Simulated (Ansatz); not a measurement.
System: CH2NO (charge 0, doublet). 
Structure (B3LYP-D3(BJ)/def2-TZVP (Ansatz, a first-principles code) minimum search):
```xyz
5

N     -1.0751     0.2382     0.4330
C      0.2324     0.2799    -0.0236
O      0.9015    -0.6695    -0.3339
H     -1.7188     0.6912    -0.2242
H      0.6374     1.3183     0.0057
```
Charge 0, spin multiplicity 2.

PBE beside other levels, property by property. Valence correlation only, unless marked. Open shells are spin-unrestricted. No spin-orbit coupling. Non-relativistic. CBS(X,Y): correlation extrapolated as X^-3; Hartree-Fock from the larger set. [CCSD(T)-MP2]/basis is that difference in the basis named. Atomisation energies are electronic, to ground-state atoms; the column to compare with has the core term from cc-pwCVTZ added, other frozen-core levels have none. Vertical energies are electronic, to the SCF solution reached for that spin. Anions need diffuse functions, of which def2-TZVPD holds fewer than the aug- sets. The coupled-cluster column (Ansatz) is a level with limits of its own: RI-MP2/CBS(aug-cc-pVTZ,aug-cc-pVQZ)+[CCSD(T)-MP2]/aug-cc-pVTZ.

| property | SVWN5/def2-TZVPD (Ansatz) | wB97X-V/def2-TZVPD (Ansatz) | B2PLYP-D3(BJ)/def2-TZVPD (Ansatz + dftd3) | coupled cluster |
|---|---|---|---|---|
| vertical ionisation energy to the triplet (eV) | 10.82 | 10.83 | 10.87 | 11.01 |
| vertical electron affinity to the singlet (eV) | 2.24 | 1.75 | 1.81 | 1.94 |
| atomisation energy (kcal/mol) | 533.7 | 447.9 | 443.4 | 444.9 |

Task: What does PBE/def2-TZVPD (Ansatz) give for each property, and on which side of coupled cluster does it fall?

Result: 
- vertical ionisation energy to the triplet: PBE lies 0.41 eV below coupled cluster; PBE gives 10.60 eV.
- vertical electron affinity to the singlet: PBE lies 0.07 eV below coupled cluster; PBE gives 1.87 eV.
- atomisation energy: PBE lies 25.8 kcal/mol above coupled cluster; PBE gives 470.7 kcal/mol.
